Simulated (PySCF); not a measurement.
In(Me)2 (C₂H₆In), SMILES [CH3][In+][CH3], charge +1.

Coordinates come from a B3LYP-D3(BJ)/def2-SVP optimisation. The spin state was assumed, not searched. The isomer is the one that the SMILES or the coordinates give; other isomers of the formula were not compared. The def2 effective core potentials stand for the cores of In; spin–orbit coupling is left out.

The numbers are results of PySCF with B3LYP-D3(BJ)/def2-SVP, not measurements.

Frequencies are harmonic and unscaled.

A small imaginary wavenumber (i) marks a very flat motion, where grid noise or a shallow saddle decides the sign.

Modes within 1.5 cm⁻¹ of each other (mostly degenerate sets) share a row, with their intensities summed.

```tsv
mode	ν (cm⁻¹)	IR (km/mol)	Raman (Å⁴/amu)	depolarisation	moving atoms (share of kinetic energy)
1	26i	0.0	0.0	–	H 100 %
2–3	117	0.0	0.0	–	C 53 %, H 28 %, In 19 %
4	455	0.0	109.6	0.24	C 84 %, H 16 %
5	546	5.4	0.0	–	C 65 %, In 21 %, H 14 %
6–7	711	0.0	2.2	0.75	H 88 %, C 12 %
8–9	795	89.3	0.0	–	H 82 %, C 16 %
10	1195	19.4	0.0	–	H 84 %, C 16 %
11	1209	0.0	56.1	0.16	H 86 %, C 14 %
12–13	1407	0.0	25.2	0.75	H 95 %
14–15	1411	27.1	0.1	0.75	H 95 %
16	3044	13.5	0.0	–	H 98 %
17	3046	0.0	354.6	0.01	H 98 %
18–21	3170	37.1	405.3	0.75	H 90 %, C 10 %
```
